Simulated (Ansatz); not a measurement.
Ansatz (an electronic-structure program) job for C₂H₇ClOSi, SMILES O[C@H](C)[SiH2]Cl, PBE/def2-TZVPD. Coordinates come from a r2SCAN-D4/def2-SVP optimisation. The structure was generated by enumeration; whether it is a known compound was not checked. The values are those of a single conformer.

Ansatz 0.2 input:
```yaml
crystal:
  periodic: [false, false, false]
  atoms:
    - {symbol: C, position_ang: [-2.33310856, -0.62287791, 0.72285060]}
    - {symbol: C, position_ang: [-1.20879411, 0.13771471, 0.02599546]}
    - {symbol: O, position_ang: [-1.11880417, 1.49041187, 0.47231162]}
    - {symbol: Si, position_ang: [0.48236622, -0.71058510, 0.21887578]}
    - {symbol: Cl, position_ang: [1.90359313, 0.26110528, -0.93478230]}
    - {symbol: H, position_ang: [-2.12731906, -0.74985093, 1.80067921]}
    - {symbol: H, position_ang: [-2.47684272, -1.62607815, 0.28984806]}
    - {symbol: H, position_ang: [-3.27789935, -0.06383807, 0.62608262]}
    - {symbol: H, position_ang: [-1.43426779, 0.20468669, -1.05374958]}
    - {symbol: H, position_ang: [-0.93868157, 1.47137359, 1.42312976]}
    - {symbol: H, position_ang: [0.45516565, -2.14784085, -0.18267577]}
    - {symbol: H, position_ang: [0.88748407, -0.59136616, 1.65215463]}
basis:
  gaussian:
    orbitals: def2-TZVPD
hamiltonian:
  xc: {name: PBE}
```

It prints:

```
WARN ansatz: RAYON_NUM_THREADS=2 ignored (pool sized by the plan → 2); use --threads N
Functional definition: PBE
integrals: 0.24 GiB planned
1444 factors; their error is unknown
mean field: 1.60 GiB planned
mean field evaluation 1: about -24612.6874 eV, gradient 7.4e1 eV
mean field evaluation 2: about -24560.1603 eV, gradient 1.6e2 eV
mean field evaluation 4: about -24624.0941 eV, gradient 1.7e1 eV
mean field evaluation 8: about -24624.6074 eV, gradient 1.2e-1 eV
mean field evaluation 16: about -24624.5685 eV, gradient 6.1e-4 eV
mean field -24624.56846437 eV, -904.9361999335 hartree, gradient 8.0e-5 eV, S^2 0.000000; 0 other end points of the search recorded, 0 dependent functions left out
reference -24624.56853048 eV, -904.9362023630 hartree; 29, 29 occupied and 237, 237 virtual orbitals, 1444 factors
Total energy: -24624.56853048 eV, -904.9362023630 hartree
```

The run converged.
